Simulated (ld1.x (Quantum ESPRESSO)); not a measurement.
PBE TM dataset for aluminium (Al), scalar-relativistic all-electron reference.

Al (Z = 13), norm-conserving Troullier–Martins (Kleinman–Bylander form), made with ld1.x (Quantum ESPRESSO) 7.5 (PBE, scalar-relativistic). Core [Ne], reference 3s1.75 3p1.25. Waves: 3s (bound): rc 1.40 bohr; 3p (bound): rc 1.65 bohr; 3d channel at -0.1 Ry: rc 1.55 bohr. Local part: all-electron potential smoothed inside 1.10 bohr (lloc = -1). Core correction: Bessel-smoothed model core inside 1.25 bohr.

All-electron outer shells of the reference configuration (PBE, scalar-relativistic, ld1.x):

```tsv
shell	level (eV)	outermost node (bohr)	outermost maximum (bohr)
2s	-108.64	0.16	0.50
2p	-70.11	–	0.43
3s	-7.97	0.80	2.09
3p	-2.88	0.82	2.61
```

Calculated quality:

| Item | Value |
| --- | --- |
| Cutoffs needed | 35 Ry and 70 Ry (the cutoffs (Ry, on a coarse ladder) from which the occupation-weighted sum of valence levels, in a spherical-Bessel basis at the reference potential, stays within 10 and 1 mRy of its value at 400 Ry) |
| Ghost test | ghost state, extra bound levels that the all-electron valence spectrum of the same l lacks: s at -1.08 eV; a true bound ghost makes a file unfit for plane-wave use (spherical-Bessel basis up to 400 Ry, 20 bohr box) |
| Largest excitation error | +114 meV (all-electron minus pseudo) for 3s1 3p0, out of 7 test configurations |

Generation and tests took about 1.6 s on one core of a shared server CPU.
